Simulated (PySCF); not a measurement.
## Calculated data, BClF

All values are calculated (PySCF 2.14.0). Calculation on a computer-drawn molecule: vertical ionisation energy to the stated ion spin, frozen-core CCSD(T) at the basis limit and cheaper methods, single-reference cases, UHF for radicals, no spin-orbit; all values are single points at the evaluated structure, the first of each entry, which is the reference or a displaced copy of it and isn't optimised; the reference structure only sets the zero of the energies above reference; triples share is (T) over the correlation energy.

Common to all runs: charge 1; multiplicity 1; ion multiplicity 2; diffuse functions no; basis cc-pV(n+d)Z; reference is the Hartree-Fock double-zeta minimum; best is HF at quadruple zeta + MP2 correlation extrapolated from triple and quadruple zeta + CCSD(T) minus MP2 at triple zeta; basis step is the size of the change from the same recipe one zeta lower.

(1) 
```xyz
3
formula=BClF ionisation_energy_best=21.96 ionisation_energy_basis_step=0.08456 energy_above_reference_best=4.006 energy_above_reference_basis_step=0.4094 ionisation_energy_Koopmans_at_triple_zeta=22.2 ionisation_energy_EOM_CCSD_at_triple_zeta=21.91 total_energy_HF_triple_zeta=-583.4408 total_energy_CCSD(T)_triple_zeta=-583.9856 total_energy_best=-584.0776 T1_diagnostic_at_triple_zeta=0.01515 D1_diagnostic_at_triple_zeta=0.03979 ion_T1_diagnostic_at_triple_zeta=0.02643 ion_D1_diagnostic_at_triple_zeta=0.1144 ion_spin_squared_at_triple_zeta=0.761 triples_share_at_triple_zeta=0.03867 basis_functions_triple_zeta=99
F     -2.1417     0.9621     1.0469
B     -1.5352     1.2439    -0.0572
Cl    -0.7951     1.4802    -1.4007
```

Units: ionisation_energy_best, ionisation_energy_basis_step, ionisation_energy_Koopmans_at_triple_zeta, ionisation_energy_EOM_CCSD_at_triple_zeta in eV; energy_above_reference_best, energy_above_reference_basis_step in kcal/mol; total_energy_HF_triple_zeta, total_energy_CCSD(T)_triple_zeta, total_energy_best in hartree.

Reference structure:
```xyz
3
BClF
F     -2.1511     0.9539     1.0170
B     -1.5513     1.1860    -0.0297
Cl    -0.7657     1.4901    -1.4010
```

Drawn bonds:
```
atom  other atom  order
   1           2      1
   2           3      1
```

Triple zeta:
```
 method  ionisation energy (eV)  energy above reference (kcal/mol)
     HF                   20.81                              5.596
    PBE                   21.58                              3.135
 r2SCAN                   21.72                              3.585
  B3LYP                   21.79                              3.722
  wB97X                   21.82                               3.68
    MP2                   21.91                               3.59
   CCSD                   21.74                                4.1
CCSD(T)                   21.77                               3.85
```

(2) 
```xyz
3
formula=BClF ionisation_energy_best=21.68 ionisation_energy_basis_step=0.08364 energy_above_reference_best=2.589 energy_above_reference_basis_step=0.6106 ionisation_energy_Koopmans_at_triple_zeta=21.92 ionisation_energy_EOM_CCSD_at_triple_zeta=21.63 total_energy_HF_triple_zeta=-583.4428 total_energy_CCSD(T)_triple_zeta=-583.9883 total_energy_best=-584.0798 T1_diagnostic_at_triple_zeta=0.01572 D1_diagnostic_at_triple_zeta=0.04144 ion_T1_diagnostic_at_triple_zeta=0.0244 ion_D1_diagnostic_at_triple_zeta=0.09817 ion_spin_squared_at_triple_zeta=0.761 triples_share_at_triple_zeta=0.03906 basis_functions_triple_zeta=99
F     -2.1417     0.9621     1.0469
B     -1.5352     1.2439    -0.0572
Cl    -0.7707     1.4880    -1.4449
```

Units: ionisation_energy_best, ionisation_energy_basis_step, ionisation_energy_Koopmans_at_triple_zeta, ionisation_energy_EOM_CCSD_at_triple_zeta in eV; energy_above_reference_best, energy_above_reference_basis_step in kcal/mol; total_energy_HF_triple_zeta, total_energy_CCSD(T)_triple_zeta, total_energy_best in hartree.

Reference structure:
```xyz
3
BClF
F     -2.1511     0.9539     1.0170
B     -1.5513     1.1860    -0.0297
Cl    -0.7657     1.4901    -1.4010
```

Drawn bonds:
```
atom  other atom  order
   1           2      1
   2           3      1
```

Triple zeta:
```
 method  ionisation energy (eV)  energy above reference (kcal/mol)
     HF                   20.49                              4.344
    PBE                   21.37                              1.458
 r2SCAN                   21.49                              2.296
  B3LYP                   21.55                              2.342
  wB97X                   21.55                              2.404
    MP2                   21.61                               2.09
   CCSD                   21.45                              2.566
CCSD(T)                   21.49                              2.165
```

(3) 
```xyz
3
formula=BClF ionisation_energy_best=20.97 ionisation_energy_basis_step=0.07984 energy_above_reference_best=9.525 energy_above_reference_basis_step=1.061 ionisation_energy_Koopmans_at_triple_zeta=21.24 ionisation_energy_EOM_CCSD_at_triple_zeta=20.92 total_energy_HF_triple_zeta=-583.4307 total_energy_CCSD(T)_triple_zeta=-583.9781 total_energy_best=-584.0688 T1_diagnostic_at_triple_zeta=0.0174 D1_diagnostic_at_triple_zeta=0.04615 ion_T1_diagnostic_at_triple_zeta=0.02186 ion_D1_diagnostic_at_triple_zeta=0.07304 ion_spin_squared_at_triple_zeta=0.7613 triples_share_at_triple_zeta=0.03997 basis_functions_triple_zeta=99
F     -2.1417     0.9621     1.0469
B     -1.5352     1.2439    -0.0572
Cl    -0.7049     1.5090    -1.5644
```

Units: ionisation_energy_best, ionisation_energy_basis_step, ionisation_energy_Koopmans_at_triple_zeta, ionisation_energy_EOM_CCSD_at_triple_zeta in eV; energy_above_reference_best, energy_above_reference_basis_step in kcal/mol; total_energy_HF_triple_zeta, total_energy_CCSD(T)_triple_zeta, total_energy_best in hartree.

Reference structure:
```xyz
3
BClF
F     -2.1511     0.9539     1.0170
B     -1.5513     1.1860    -0.0297
Cl    -0.7657     1.4901    -1.4010
```

Drawn bonds:
```
atom  other atom  order
   1           2      1
   2           3      1
```

Triple zeta:
```
 method  ionisation energy (eV)  energy above reference (kcal/mol)
     HF                   19.72                              11.93
    PBE                   20.79                              7.673
 r2SCAN                   20.86                              9.645
  B3LYP                    20.9                               9.23
  wB97X                   20.84                              9.768
    MP2                   20.88                              9.228
   CCSD                   20.73                              9.349
CCSD(T)                   20.78                               8.59
```
